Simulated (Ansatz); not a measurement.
The same atomization along the group O, S, Se.

Gas-phase electronic energies from Ansatz, PBE0-D4/def2-TZVP geometries. CBS: MP2 limit from def2 TZ/QZ plus the TZ coupled-cluster correction, frozen cores. Small cases extrapolate CCSD(T) itself. No spin–orbit coupling; open shells (•) take unrestricted orbitals. Spin–orbit coupling would lower the free atoms: a little for Al, O, S; clearly for Se. For Se outer-core shells are correlated without core-valence functions, so the limit isn't a true one: a few kJ/mol of doubt a bond, and 10 to 20 or more in all where bonds break to atoms. Scalar relativity is left out up to krypton.

(1) Order these by ΔE at CCSD(T)/CBS, lowest first. (Best estimate.)
A. `[AlH2][SH]` → Al• + 3 H• + S•
B. `[AlH2][SeH]` → Al• + 3 H• + Se•
C. `[OH][AlH2]` → Al• + 3 H• + O•

Largest T1 diagnostic: 0.018, for Al•.

Extrapolated directly: `[OH][AlH2]` → Al• + 3 H• + O•; `[AlH2][SH]` → Al• + 3 H• + S•.

Answers

(1) B (+1248.4 kJ/mol), A (+1314.6 kJ/mol), C (+1539.2 kJ/mol).

For atomizations the MP2-based limit and the directly extrapolated one differ by several kJ/mol either way, and by 10 to 25 for some Ge, Se and Sn compounds, so smaller differences from it don't rank the levels.
